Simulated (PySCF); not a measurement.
## Working out the excitation energy of Si

Si [Ne] 3s2 3p2 (3P) → Si [Ne] 3s1 3p3 (5S). All numbers are calculated (PySCF 2.14, the spin-free X2C one-electron Hamiltonian (Gaussian nucleus), in ANO-RCC-VTZP). Frozen: [Ne]. Energies in hartree (1 hartree = 27.21139 eV):

```
            part   Si (lower)   Si (upper)
             UHF  -289.460571  -289.363026
CCSD correlation    -0.074889    -0.030196
             (T)    -0.002551    -0.000534
```

Q: What does Hartree-Fock give?

A: (-289.363026) − (-289.460571) = 0.097545 hartree = 2.654 eV.

Q: What do CCSD and CCSD(T) give?

A: The CCSD correlation energies differ by 0.044693 hartree = 1.216 eV and the triples by 0.002017 hartree = 0.055 eV, so CCSD gives 3.870 eV and CCSD(T) 3.925 eV.
